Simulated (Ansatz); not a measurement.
`CC[SiH2][SiH3]` + `N1[SiH2]P1` → `[SiH3]N1[SiH2]P1` + `CC[SiH3]` at 400 K and 1 bar (cleavage of the Si–Si bond).

Computed with Ansatz on PBE0-D4/def2-TZVP structures; ΔE is electronic, products minus reactants. CCSD(T)/CBS is the MP2 limit (def2-TZVPP, def2-QZVPP) plus CCSD(T) − MP2 in def2-TZVPP, frozen cores. Each species was taken in one conformer, which may not be the lowest.

```tsv
species	CCSD(T)/CBS energy (Eh)	H − E (kJ/mol)	S (J/(mol·K))
`CC[SiH2][SiH3]`	-660.27614	318.3	402.2
`N1[SiH2]P1`	-687.10203	131.1	305.6
`[SiH3]N1[SiH2]P1`	-977.41004	182.7	379.9
`CC[SiH3]`	-369.99568	262.4	326.3
```

H − E and S are ideal-gas, rigid-rotor, harmonic terms from PBE0-D4/def2-TZVP, for one conformer and one mirror image of each species. 1 Eh = 2625.50 kJ/mol, R = 8.31446 J/(mol·K).

Question: By hand: ΔE, ΔH, ΔS and ΔG.

Answer: ΔE = (-977.41004) + (-369.99568) − (-660.27614) − (-687.10203) = -0.02755 Eh = -72.3 kJ/mol. Δ(H − E) = 182.7 + 262.4 − 318.3 − 131.1 = -4.3, so ΔH = -76.6 kJ/mol. ΔS = 379.9 + 326.3 − 402.2 − 305.6 = -1.6 J/(mol·K). ΔG = -76.6 − 400 × (-1.6)/1000 = -76.0 kJ/mol.

Question: By hand: the equilibrium constant, and the temperature at which ΔG would vanish if ΔH and ΔS stayed fixed.

Answer: log₁₀ K = −ΔG/(RT ln 10) = 9.9. ΔG = 0 at ΔH/ΔS = 47875 K, far beyond where these terms or the molecules hold.

The number of gas molecules stays the same, so ΔS is small and ΔH decides. A doubt of 5 kJ/mol in ΔE shifts log₁₀ K by 0.7 here. Other conformers and mirror images would add mixing entropy, several J/(mol·K) or more a flexible species. Modes under 60 cm⁻¹, often nearly free rotors, make the harmonic entropy too high. These are equilibria of isolated gas molecules and say nothing of rates. Largest T1 diagnostic: 0.015 (customary marks: 0.02 for closed shells, 0.045 for open ones).
